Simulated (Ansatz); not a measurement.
Se(OH)(OMe) (CH4O2Se), SMILES O[Se]OC.

Geometry: B3LYP-D3(BJ)/def2-SVP. This is a generated structure with no PubChem entry under its InChIKey; it may be hypothetical. One conformer was computed; it need not be the lowest.

Two levels are set side by side: PBE/def2-SVPD (Ansatz, a program for electronic structure) and PBE0/def2-SVPD (Ansatz). Energy differences of separate SCF runs at the same geometry; the states with an electron removed or added have multiplicity 2 and 2. Differences are taken from unrounded values.

| quantity | PBE0 |
|---|---|
| vertical ionisation energy (eV) | 9.01 |
| vertical singlet–triplet gap (eV) | 3.14 |

What does PBE give, and how far is it from PBE0? (The exact figures need the calculation; the answer reports its results.)


| quantity | PBE | PBE minus PBE0 |
|---|---|---|
| vertical ionisation energy (eV) | 8.80 | -0.21 |
| vertical singlet–triplet gap (eV) | 3.04 | -0.09 |
